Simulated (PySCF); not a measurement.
These are PBE-D3(BJ)/def2-TZVP // r2SCAN-D4/def2-TZVP (PySCF) values and carry that method's errors. Gas-phase values, no solvent. One relaxed conformer stands for a flexible species; it need not be the lowest. Excitations are Tamm–Dancoff values on a coarser integration grid. The basis has no diffuse functions, so Rydberg states are missing or too high.

Reference species (SMILES): `[OH][Sn]([Cl])([Cl])[Cl]` (neutral, multiplicity 1).

The S1 excitation (TDA) is 4.35 eV and the S1 oscillator strength is 0.003. The S1–T1 gap (TDA) is 0.31 eV.

Changed species: `[OH][Sn]([OH])([OH])[Cl]` (3 of 4 Cl replaced by OH; the reference has 1 of 4 Cl replaced by OH).

Q: Predict the effect on the S1 excitation (TDA), S1 oscillator strength and S1–T1 gap (TDA).

A: the S1 excitation (TDA) increases by 0.33 eV, to 4.68 eV; the S1 oscillator strength is nearly the same; the S1–T1 gap (TDA) rises by 0.03 eV, to 0.34 eV.
